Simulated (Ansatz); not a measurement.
Si nanocrystals, cubic, H-capped: vertical triplet (eV) against size, from Ansatz at PBE-D4/def2-TZVP, gas phase, singlets. N counts the atoms other than H and halogen caps. The structures are stationary points that may keep the symmetry of their start. Remarks come from the PBE and PBE0 runs and from stability tests at other levels; not every state was tested. HOMO above LUMO (over both spins in singlets and doublets, within one spin in higher multiplets; at PBE or PBE0), or a gap under 0.15 eV within one spin, warns that the state may not be the lowest or that an electron is smeared out.

| species | geometry | N | N^(−1/3) | vertical triplet (eV) | remarks |
| --- | --- | --- | --- | --- | --- |
| Si13H20 | PBE-D4/def2-SVP | 13 | 0.425 | 4.31 | gap within one spin near zero at PBE or PBE0 (triplet) |
| Si14H20 | PBE-D4/def2-SVP | 14 | 0.415 | 4.19 | gap within one spin near zero at PBE or PBE0 (triplet) |
| Si17H24 | PBE-D4/def2-SVP | 17 | 0.389 | 3.93 | gap within one spin near zero at PBE or PBE0 (triplet) |
| Si32H36 | PBE-D4/def2-SVP | 32 | 0.315 | 3.55 | gap within one spin near zero at PBE or PBE0 (triplet) |

Fit a straight line in N^(−1/3) and predict the value for Si19H28 (N = 19, PBE-D4/def2-SVP geometry).

With x = N^(−1/3) and y = vertical triplet (eV): mean x = 0.386, mean y = 3.995; Σ(x − x̄)(y − ȳ) = 0.04934, Σ(x − x̄)² = 0.007412; slope b = 6.657, intercept a = ȳ − b·x̄ = 1.425. The residuals of the fitted rows reach 0.08. At x = 0.375 the line gives 1.425 + (6.657 × 0.375) = 3.92; the run gave 3.97, 0.05 more than the line. R² of the fitted rows is 0.97. The intercept, 1.425 eV, is the line's value for infinite size, a rough extrapolation from members this small. Remarks on this member: gap within one spin near zero at PBE or PBE0 (triplet).
